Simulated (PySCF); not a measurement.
Question: What does the PBE0-D3(BJ)/def2-SVP structure of `Fc1cc[se]c1` look like in three dimensions?

Answer: 
```xyz
9
C4H3FSe angstrom
F     -1.653   -1.473    0.030
C     -0.786   -0.466    0.040
C      0.618   -0.716    0.100
C      1.369    0.423    0.103
Se     0.317    1.949    0.028
C     -1.169    0.842   -0.004
H      1.030   -1.725    0.138
H      2.455    0.495    0.142
H     -2.188    1.221   -0.052
```

Any rigid rotation of these coordinates is as good. Atoms count from 1 in this order. Se5 (selenium bonded to 2 C) is bent (angle 87.9°). The 5-membered ring C2–C3–C4–Se5–C6 has internal angles of 87.9° to 116.5° (sum 540°, against 540° for a flat polygon); it is planar, 0.00 Å rms from its mean plane, widest ring torsion 0°. The 6 heavy atoms lie in one plane (0.000 Å rms). The C–C distances run from 1.363 Å (C2–C6, aromatic) to 1.427 Å (C2–C3, aromatic), a spread of 0.064 Å.

Bonds between heavy atoms (Å): F1–C2 1.329, C2–C3 1.427, C3–C4 1.364, C4–Se5 1.855, Se5–C6 1.853, C2–C6 1.363.

The calculation used PBE0-D3(BJ)/def2-SVP geometry optimisation, gas phase (PySCF 2.14.0).

Point group: Cs (tolerance 0.08 Å). No PBE0-D3(BJ)/def2-SVP frequencies stand behind this structure, so it isn't proved a minimum.
